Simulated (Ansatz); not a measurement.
Geometry optimisation, RKS PBE0/def2-SVPD (Ansatz 0.2.0).

input.yaml

```yaml
crystal:
  periodic: [false, false, false]
  atoms:
    - { symbol: Ge, position_ang: [0.302916, 0.012627, -0.151373] }
    - { symbol: F, position_ang: [0.504512, -0.061607, 1.557247] }
    - { symbol: H, position_ang: [1.726905, 0.127722, -0.71688] }
    - { symbol: H, position_ang: [-0.551351, 1.249516, -0.450054] }
    - { symbol: H, position_ang: [-0.382134, -1.29307, -0.57027] }
    - { symbol: P, position_ang: [-2.891653, 0.180515, 1.221065] }
    - { symbol: H, position_ang: [-2.854364, -1.005211, 0.42217] }
    - { symbol: H, position_ang: [-3.575822, -0.478655, 2.296555] }
    - { symbol: H, position_ang: [-1.605909, -0.043938, 1.787441] }
basis:
  gaussian: { orbitals: def2-SVPD }
hamiltonian:
  xc: pbe0
relax:
  f_tol: 0.03
  max_steps: 50
```

Run as:

```bash
$ ansatz run input.yaml --threads 4 --pin off --max-ram 5120MiB --backend cpu --events-out ev --progress --plain --runs-dir out
```

Question: Where does it end, and by what steps?

Answer: It converged. The force dipped under the threshold on the way, but the program's further checks kept it going. After 31 steps the energy has fallen by 0.194 eV; H7 moved furthest, 1.33 Å.

```json
{"step": "0", "energy less start (eV)": "0.0000", "largest force component (eV/Å)": "1.335", "accepted": "yes"}
{"step": "2", "energy less start (eV)": "-0.0887", "largest force component (eV/Å)": "0.758", "accepted": "no"}
{"step": "4", "energy less start (eV)": "-0.1285", "largest force component (eV/Å)": "0.041", "accepted": "yes"}
{"step": "6", "energy less start (eV)": "-0.1262", "largest force component (eV/Å)": "0.397", "accepted": "no"}
{"step": "8", "energy less start (eV)": "-0.1329", "largest force component (eV/Å)": "0.166", "accepted": "yes"}
{"step": "10", "energy less start (eV)": "-0.1370", "largest force component (eV/Å)": "0.066", "accepted": "yes"}
{"step": "12", "energy less start (eV)": "-0.1409", "largest force component (eV/Å)": "0.046", "accepted": "yes"}
{"step": "14", "energy less start (eV)": "-0.1477", "largest force component (eV/Å)": "0.212", "accepted": "yes"}
{"step": "16", "energy less start (eV)": "-0.1597", "largest force component (eV/Å)": "0.265", "accepted": "yes"}
{"step": "18", "energy less start (eV)": "-0.1691", "largest force component (eV/Å)": "0.051", "accepted": "yes"}
{"step": "20", "energy less start (eV)": "-0.1704", "largest force component (eV/Å)": "0.045", "accepted": "yes"}
{"step": "22", "energy less start (eV)": "-0.1749", "largest force component (eV/Å)": "0.138", "accepted": "yes"}
{"step": "24", "energy less start (eV)": "-0.1792", "largest force component (eV/Å)": "0.228", "accepted": "yes"}
{"step": "26", "energy less start (eV)": "-0.1868", "largest force component (eV/Å)": "0.135", "accepted": "yes"}
{"step": "28", "energy less start (eV)": "-0.1916", "largest force component (eV/Å)": "0.108", "accepted": "yes"}
{"step": "30", "energy less start (eV)": "-0.1937", "largest force component (eV/Å)": "0.032", "accepted": "yes"}
{"step": "31", "energy less start (eV)": "-0.1939", "largest force component (eV/Å)": "0.017", "accepted": "yes"}
```

```xyz
9
Properties=species:S:1:pos:R:3
Ge 0.531 0.145 -0.429
F 0.365 -0.658 1.136
H 2.031 0.069 -0.748
H 0.038 1.581 -0.230
H -0.326 -0.656 -1.413
P -2.773 -0.217 1.292
H -2.663 -1.608 1.588
H -4.166 -0.159 1.606
H -2.362 0.191 2.594
```

Whether the end is a true minimum wasn't checked by a vibrational analysis.

Run time: 68 s on 4 threads of Arm Neoverse V1, with other jobs on the host, peak memory 0.33 GiB.
